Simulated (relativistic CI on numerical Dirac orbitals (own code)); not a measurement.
## La XXVI: what numerical and physical settings do to a radial Dirac CI calculation

Reference input:

```
atom La  Z=57  charge=25  electrons=32
nucleus A=139  rms_radius_fm=4.8550
hamiltonian dirac-coulomb  breit=on  qed=on  c_scale=1
orbitals kli  potential=per-configuration
slater_scale 1
correlation none
mixing on
grid step=0.0125 r_max=5.7
scf mixing=0.4 start=green max_iterations=150 tolerance=2e-08 node_fill=0.05
configurations
  [Ar] 3d10 4s2 4p2
  [Ar] 3d10 4s 4p3
  [Ar] 3d10 4s2 4p 4d
  [Ar] 3d10 4p4
  [Ar] 3d10 4s2 4d2
end
```

Computed lowest total energy -8187.81171 Ha, first excitation 162890.7 cm⁻¹, 50 SCF steps. Runs with settings changed; * marks those that are bad on purpose:

```tsv
Changed	Outcome	Lowest level	ΔE (Ha)	First excitation (cm⁻¹)	SCF steps	Message
iteration limit 30	converged	4s²4p² ³P0	0	162890.7	50	
start potential bare	converged	4s²4p² ³P0	-1.88e-10	162890.7	60	
iteration limit 20, grid step 0.04	converged	4s²4p² ³P0	0.000548	162890.3	50	
iteration limit 2 *	not converged				2	SCF of 1s2 2s2 2p6 3s2 3p6 3d10 4s2 4p2 did not converge
end of the grid at 0.46 bohr *	not converged				33	SCF of 1s2 2s2 2p6 3s2 3p6 3d10 4s2 4p2 stopped: an orbital could not be found
```
